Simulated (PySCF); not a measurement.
C5H10GaGeNO.
Cartesian coordinates in Å at the PBE0-D3(BJ)/def2-SVP level; atoms count from 1:
```xyz
19
C5H10GaGeNO angstrom
Ga     3.702   -0.394    0.012
N      1.631    0.017    0.019
C      0.741   -0.976   -0.059
C     -0.628   -0.764    0.001
C     -1.109    0.547    0.146
O     -2.394    0.867    0.215
Ge    -3.798   -0.284    0.111
C     -0.163    1.583    0.222
C      1.182    1.272    0.153
H      4.216    0.941   -0.675
H      3.972   -0.548    1.567
H      3.677   -1.728   -0.847
H      1.153   -1.982   -0.178
H     -1.304   -1.619   -0.069
H     -4.991    0.659    0.242
H     -3.720   -0.986   -1.253
H     -3.674   -1.277    1.275
H     -0.501    2.614    0.330
H      1.947    2.052    0.202
```

Computed, not measured: TDDFT B3LYP/def2-SVPD, vertical, gas phase, core orbitals frozen in the response (PySCF). Relativistic effects, spin–orbit coupling among them, are left out although an element past zinc is present.

| state | E (eV) | λ (nm) | f | main configurations (H = HOMO, L = LUMO) |
| --- | --- | --- | --- | --- |
| S1 | 4.47 | 277.3 | 0.059 | H→L (97%) |
| S2 | 4.57 | 271.2 | 0.0037 | H→L+1 (95%) |
| S3 | 4.60 | 269.6 | 0.0007 | H-1→L (97%) |
| S4 | 4.77 | 259.9 | 0.0042 | H-1→L+1 (99%) |
| S5 | 5.24 | 236.7 | 0.0000 | H→L+2 (97%) |
| S6 | 5.49 | 225.9 | 0.0003 | H-1→L+2 (100%) |
| S7 | 5.51 | 225.2 | 0.0004 | H-2→L+1 (62%), H-3→L (36%) |
| S8 | 5.63 | 220.3 | 0.0027 | H→L+3 (98%) |
| S9 | 5.85 | 212.0 | 0.116 | H-2→L (69%), H-3→L+1 (16%), H-1→L+3 (13%) |
| S10 | 5.86 | 211.7 | 0.018 | H-1→L+3 (86%), H-2→L (10%) |

Triplets, Tamm–Dancoff:

```csv
state,E (eV),λ (nm),"main configurations (H = HOMO, L = LUMO)"
T1,4.02,308.1,"H→L (60%), H-2→L (28%)"
T2,4.40,281.7,"H→L+1 (83%), H-2→L+1 (14%)"
T3,4.56,271.9,"H-3→L+1 (62%), H→L (20%)"
T4,4.58,270.8,H-1→L (94%)
```

The lowest singlet lies at 4.47 eV (277 nm, ultraviolet) and is of moderate strength; its leading configuration is HOMO→LUMO (97%). The most intense listed level is S9 at 5.85 eV (212 nm, f = 0.116), 1.38 eV above S1. S9/S10 lie within about 0.01 eV of each other. Löwdin shares by element: HOMO hydrogen 53% or more, gallium 38%; LUMO carbon 47% or more, nitrogen 20% (atoms not listed hold the other 33%). Weighted by f, the mean energy of these states is 5.40 eV. Of the 10 states listed, 3 reach f = 0.01 and 3 stay under 0.0005. The listed states span 1.39 eV, and the widest gap between neighbours is 0.47 eV (S4 to S5). No computed singlet lies in the visible range (380 to 750 nm); the lowest, at 277 nm, stands 1.21 eV above its violet end (3.26 eV). The vertical ionisation energy (ΔSCF) is 8.75 eV, 2.89 eV above S10. Singlets were solved by full linear response, triplets in the Tamm–Dancoff approximation.

Time: 10 min; peak memory 1.4 GiB. Hardware: an Arm Neoverse V2 with one thread, shared host.

One conformer stands for the species.
